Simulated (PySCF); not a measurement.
C₂H₅Br₂ClGe, singlet, at a GFN2-xTB geometry; DF-B3LYP/6-31G** run with PySCF.

PySCF was given this input:
```python
from pyscf import gto, scf, dft

mol = gto.Mole()
mol.atom = '''
    C    -3.15592620   -0.40386104   -0.13867483
    C    -2.12992317    0.68118769   -0.40087992
    Ge   -0.22387022   -0.02868630   -0.30636347
    Cl    0.24633916   -1.43782537   -1.84115774
    Br    1.30016428    1.73855350   -0.44960363
    Br    0.11167999   -1.07786770    1.75320228
    H    -3.07658262   -1.20189124   -0.87533976
    H    -3.02521078   -0.83532173    0.85316768
    H    -4.15888984    0.01606400   -0.19654741
    H    -2.21327613    1.48641148    0.32985758
    H    -2.24941288    1.10776804   -1.39644999
'''
mol.basis = '6-31g**'
mol.verbose = 4
mol.max_memory = 1800
mol.build()

mf = dft.RKS(mol)
mf.xc = 'b3lyp'
mf = mf.density_fit(auxbasis='def2-universal-jkfit')
mf.kernel()
```

The log (banner, timings and long lists left out):

```
PySCF version 2.14.0

[INPUT] verbose = 4
[INPUT] num. atoms = 11
[INPUT] num. electrons = 136
[INPUT] charge = 0
[INPUT] spin (= nelec alpha-beta = 2S) = 0
[INPUT] symmetry False subgroup None
[INPUT] Mole.unit = angstrom
[INPUT] Symbol           X                Y                Z      unit          X                Y                Z       unit  Magmom
[INPUT]  1 C     -3.155926200000  -0.403861040000  -0.138674830000 AA   -5.963836187339  -0.763186757982  -0.262057449071 Bohr   0.0
[INPUT]  2 C     -2.129923170000   0.681187690000  -0.400879920000 AA   -4.024971457665   1.287258173525  -0.757553257638 Bohr   0.0
[INPUT]  3 Ge    -0.223870220000  -0.028686300000  -0.306363470000 AA   -0.423053403246  -0.054209250527  -0.578943052871 Bohr   0.0
[INPUT]  4 Cl     0.246339160000  -1.437825370000  -1.841157740000 AA    0.465513546155  -2.717096164251  -3.479283880723 Bohr   0.0
[INPUT]  5 Br     1.300164280000   1.738553500000  -0.449603630000 AA    2.456954406142   3.285389967904  -0.849627725310 Bohr   0.0
[INPUT]  6 Br     0.111679990000  -1.077867700000   1.753202280000 AA    0.211044594694  -2.036874751515   3.313072150163 Bohr   0.0
[INPUT]  7 H     -3.076582620000  -1.201891240000  -0.875339760000 AA   -5.813898551397  -2.271245275114  -1.654152412343 Bohr   0.0
[INPUT]  8 H     -3.025210780000  -0.835321730000   0.853167680000 AA   -5.716819843282  -1.578529295598   1.612253253531 Bohr   0.0
[INPUT]  9 H     -4.158889840000   0.016064000000  -0.196547410000 AA   -7.859162779836   0.030356560465  -0.371420775393 Bohr   0.0
[INPUT] 10 H     -2.213276130000   1.486411480000   0.329857580000 AA   -4.182485723737   2.808910605609   0.623340486312 Bohr   0.0
[INPUT] 11 H     -2.249412880000   1.107768040000  -1.396449990000 AA   -4.250774284269   2.093378205146  -2.638908027752 Bohr   0.0

nuclear repulsion = 1334.52155695231
number of shells = 71
number of NR pGTOs = 425
number of NR cGTOs = 167
basis = 6-31g**
ecp = {}

******** <class 'pyscf.df.df_jk.DFRKS'> ********
method = DFRKS
initial guess = minao
damping factor = 0
level_shift factor = 0
DIIS = <class 'pyscf.scf.diis.CDIIS'>
diis_start_cycle = 1
diis_space = 8
diis_damp = 0
SCF conv_tol = 1e-09
SCF conv_tol_grad = None
SCF max_cycles = 50
direct_scf = False
XC library pyscf.dft.libxc version 7.1.2
    S. Lehtola, C. Steigemann, M. J. T. Oliveira, and M. A. L. Marques,  SoftwareX 7, 1–5 (2018)
XC functionals = b3lyp
    P. J. Stephens, F. J. Devlin, C. F. Chabalowski, and M. J. Frisch,  J. Phys. Chem. 98, 11623 (1994)
radial grids:
    Treutler-Ahlrichs [JCP 102, 346 (1995); DOI:10.1063/1.469408] (M4) radial grids

becke partition: Becke, JCP 88, 2547 (1988); DOI:10.1063/1.454033
pruning grids: <function nwchem_prune>
grids dens level: 3
symmetrized grids: False
atomic radii adjust function: <function treutler_atomic_radii_adjust>
small_rho_cutoff = 0
Set gradient conv threshold to 3.16228e-05
Initial guess from minao.
tot grids = 157648
******** <class 'pyscf.df.df.DF'> ********
auxbasis = def2-universal-jkfit
init E= -7761.7087853551
  HOMO = -0.320073173984654  LUMO = -0.108349303508779  gap/eV = 5.76130
cycle= 1 E= -7763.97721841015  delta_E= -2.27  |g|= 0.696  |ddm|= 3.24
  HOMO = -0.284945860130974  LUMO = -0.108021375718985  gap/eV = 4.81436
cycle= 2 E= -7763.86204123313  delta_E= 0.115  |g|= 1.02  |ddm|=  1.9
  HOMO = -0.28941593481012  LUMO = -0.0717363135949061  gap/eV = 5.92336
cycle= 3 E= -7764.0776206716  delta_E= -0.216  |g|= 0.0843  |ddm|=  1.2
  HOMO = -0.295856283442312  LUMO = -0.0816737904409202  gap/eV = 5.82820
cycle= 4 E= -7764.07895524927  delta_E= -0.00133  |g|= 0.03  |ddm|= 0.121
  HOMO = -0.297115770602683  LUMO = -0.0795248376872415  gap/eV = 5.92095
cycle= 5 E= -7764.0792023529  delta_E= -0.000247  |g|= 0.0103  |ddm|= 0.0511
  HOMO = -0.296147646524153  LUMO = -0.079164715268484  gap/eV = 5.90441
cycle= 6 E= -7764.07923341496  delta_E= -3.11e-05  |g|= 0.00305  |ddm|= 0.0161
  HOMO = -0.29627196367107  LUMO = -0.0793033448273901  gap/eV = 5.90402
cycle= 7 E= -7764.079235702  delta_E= -2.29e-06  |g|= 0.000343  |ddm|= 0.00331
  HOMO = -0.296311602015686  LUMO = -0.0793337003349563  gap/eV = 5.90427
cycle= 8 E= -7764.07923573068  delta_E= -2.87e-08  |g|= 0.000146  |ddm|= 0.000541
  HOMO = -0.296299954512735  LUMO = -0.079327293879599  gap/eV = 5.90413
cycle= 9 E= -7764.0792357352  delta_E= -4.52e-09  |g|= 1.78e-05  |ddm|= 0.000169
  HOMO = -0.296300199820677  LUMO = -0.079326686547657  gap/eV = 5.90415
cycle= 10 E= -7764.0792357353  delta_E= -9.82e-11  |g|= 6.11e-06  |ddm|= 3.27e-05
  HOMO = -0.296299970596386  LUMO = -0.0793269632119538  gap/eV = 5.90414
Extra cycle  E= -7764.07923573525  delta_E= 4.37e-11  |g|= 7.38e-06  |ddm|= 2.03e-05
converged SCF energy = -7764.07923573525
```
